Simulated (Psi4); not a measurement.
Psi4 input (wB97X-D/6-311+G**):

```
memory 1500 MB

molecule {
0 2
Si   -2.08559800   -0.32704200    0.17938700
C    -0.27258600   -0.05442500    0.01055800
C     0.77062900   -1.04095600   -0.16546000
C     1.94629200   -0.37535300   -0.17263600
O     1.73467600    0.96366800   -0.00743400
C     0.39333600    1.13632700    0.10450300
H    -2.83009700    0.93049000   -0.08303400
H    -2.54741800   -1.42303100   -0.70930800
H     0.63922600   -2.10405900   -0.27797200
H     2.97217700   -0.67869300   -0.28232400
H     0.06104800    2.15097900    0.23889000
symmetry c1
no_reorient
no_com
}

set {
  basis 6-311+G**
  reference uks
  scf_type df
  df_basis_scf def2-universal-jkfit
  dft_radial_points 99
  dft_spherical_points 590
  e_convergence 1e-8
  d_convergence 1e-7
  maxiter 150
}

e = energy('wb97x-d')
print_out(f'\nFINAL {e:.10f} DIPOLE {variable("CURRENT DIPOLE")[0]:.6f} {variable("CURRENT DIPOLE")[1]:.6f} {variable("CURRENT DIPOLE")[2]:.6f}\n')
```

Output:

```
   => Loading Basis Set <=

    Name: 6-311+G**
    Role: ORBITAL
    Keyword: BASIS
    atoms 1      entry SI         line   351 file 6-311pgss.gbs
    atoms 2-4, 6 entry C          line   129 file 6-311pgss.gbs
    atoms 5      entry O          line   171 file 6-311pgss.gbs
    atoms 7-11   entry H          line    42 file 6-311pgss.gbs

   => WB97X-D: Empirical Dispersion <=

    Chai and Head-Gordon Dispersion Correction
    Chai, J.-D.; Head-Gordon, M. (2010), J. Chem. Phys., 132: 6615-6620

        s6 =       1.000000

         ---------------------------------------------------------
                                   SCF
               by Justin Turney, Rob Parrish, Andy Simmonett
                          and Daniel G. A. Smith
                              UKS Reference
         ---------------------------------------------------------

  ==> Geometry <==

    Molecular point group: c1
    Full point group: C1

    Geometry (in Angstrom), charge = 0, multiplicity = 2:

       Center              X                  Y                   Z               Mass
    ------------   -----------------  -----------------  -----------------  -----------------
         SI          -2.085598000000    -0.327042000000     0.179387000000    27.976926534650
         C           -0.272586000000    -0.054425000000     0.010558000000    12.000000000000
         C            0.770629000000    -1.040956000000    -0.165460000000    12.000000000000
         C            1.946292000000    -0.375353000000    -0.172636000000    12.000000000000
         O            1.734676000000     0.963668000000    -0.007434000000    15.994914619570
         C            0.393336000000     1.136327000000     0.104503000000    12.000000000000
         H           -2.830097000000     0.930490000000    -0.083034000000     1.007825032230
         H           -2.547418000000    -1.423031000000    -0.709308000000     1.007825032230
         H            0.639226000000    -2.104059000000    -0.277972000000     1.007825032230
         H            2.972177000000    -0.678693000000    -0.282324000000     1.007825032230
         H            0.061048000000     2.150979000000     0.238890000000     1.007825032230

  Running in c1 symmetry.

  Rotational constants: A =      0.29374  B =      0.06597  C =      0.05415 [cm^-1]
  Rotational constants: A =   8806.25306  B =   1977.82771  C =   1623.44019 [MHz]
  Nuclear repulsion =  258.269216511287482

  Charge       = 0
  Multiplicity = 2
  Electrons    = 51
  Nalpha       = 26
  Nbeta        = 25

  ==> Algorithm <==

  SCF Algorithm Type is DF.
[...]
      29A      0.073035    30A      0.078256    31A      0.085070
      32A      0.094892    33A      0.101120    34A      0.105637
      35A      0.112661    36A      0.123384    37A      0.128413
      38A      0.134545    39A      0.147568    40A      0.160183
      41A      0.167304    42A      0.175946    43A      0.181652
      44A      0.191270    45A      0.201845    46A      0.205134
      47A      0.216055    48A      0.218160    49A      0.228430
      50A      0.241562    51A      0.257274    52A      0.260193
      53A      0.268513    54A      0.286527    55A      0.292156
      56A      0.319017    57A      0.331446    58A      0.339338
      59A      0.366650    60A      0.368952    61A      0.386233
      62A      0.398083    63A      0.415198    64A      0.435766
      65A      0.485375    66A      0.501179    67A      0.522213
      68A      0.549641    69A      0.551113    70A      0.595904
      71A      0.617382    72A      0.625186    73A      0.634885
      74A      0.640023    75A      0.674798    76A      0.684851
      77A      0.692390    78A      0.737150    79A      0.767019
      80A      0.787508    81A      0.797582    82A      0.823915
      83A      0.861882    84A      0.881560    85A      0.887382
      86A      0.899204    87A      0.916210    88A      0.935786
      89A      0.947227    90A      0.990847    91A      1.045480
      92A      1.066393    93A      1.097970    94A      1.129966
      95A      1.161557    96A      1.181950    97A      1.238312
      98A      1.267045    99A      1.270265   100A      1.293581
     101A      1.338018   102A      1.346078   103A      1.355715
     104A      1.437134   105A      1.470674   106A      1.482992
     107A      1.568772   108A      1.584660   109A      1.590554
     110A      1.628270   111A      1.679545   112A      1.685693
     113A      1.740813   114A      1.751855   115A      1.766259
     116A      1.776121   117A      1.841130   118A      1.870184
     119A      1.883566   120A      1.915569   121A      2.029248
     122A      2.053217   123A      2.061220   124A      2.085312
     125A      2.092926   126A      2.188498   127A      2.214707
     128A      2.260424   129A      2.301772   130A      2.361728
     131A      2.423612   132A      2.569859   133A      2.691524
     134A      2.699912   135A      2.719273   136A      2.751455
     137A      2.763445   138A      2.768678   139A      2.796298
     140A      2.823420   141A      2.869922   142A      2.878037
     143A      3.083615   144A      3.116962   145A      3.124081
     146A      3.148809   147A      3.242380   148A      3.260144
     149A      3.323636   150A      3.521274   151A      3.555448
     152A      3.622464   153A      3.849361   154A      4.068496
     155A      4.079852   156A      4.140172   157A      4.451974
     158A      5.060228   159A      5.515347   160A      5.794422
     161A      5.890770   162A     11.463923   163A     11.587294
     164A     11.626081   165A     23.753806   166A     23.922524
     167A     24.251021   168A     24.349444   169A     49.997644
     170A    141.336735

    Final Occupation by Irrep:
              A
    DOCC [    25 ]
    SOCC [     1 ]
    NA   [    26 ]
    NB   [    25 ]

  @DF-UKS Final Energy:  -520.05267420706446

   => Energetics <=

    Nuclear Repulsion Energy =            258.2692165112874818
    One-Electron Energy =               -1225.4267657309919741
    Two-Electron Energy =                 484.4583101453837912
    DFT Exchange-Correlation Energy =     -37.3497190344829306
    Empirical Dispersion Energy =          -0.0037160982607955
    VV10 Nonlocal Energy =                  0.0000000000000000
    Total Energy =                       -520.0526742070644559

  UHF NO Occupations:
  HONO-2 :   24  A 1.9996134
  HONO-1 :   25  A 1.9976230
  HONO-0 :   26  A 1.0000000
  LUNO+0 :   27  A 0.0023770
  LUNO+1 :   28  A 0.0003866
  LUNO+2 :   29  A 0.0000942
  LUNO+3 :   30  A 0.0000924

Computation Completed

Properties will be evaluated at   0.000000,   0.000000,   0.000000 [a0]

Properties computed using the SCF density matrix

 Multipole Moments:

 ------------------------------------------------------------------------------------
     Multipole            Electronic (a.u.)      Nuclear  (a.u.)        Total (a.u.)
 ------------------------------------------------------------------------------------

 L = 1.  Multiply by 2.5417464519 to convert [e a0] to [Debye]
 Dipole X            :          0.1687181           -0.0000038            0.1687143
 Dipole Y            :         -0.1273646           -0.0000000           -0.1273646
 Dipole Z            :         -0.0280875           -0.0000227           -0.0281102
 Magnitude           :                                                    0.2132521

 ------------------------------------------------------------------------------------

FINAL -520.0526742071 DIPOLE 0.168714 -0.127365 -0.028110

*** Psi4 exiting successfully. Buy a developer a beer!
```

The geometry given is a B3LYP-D3(BJ)/def2-TZVP minimum.
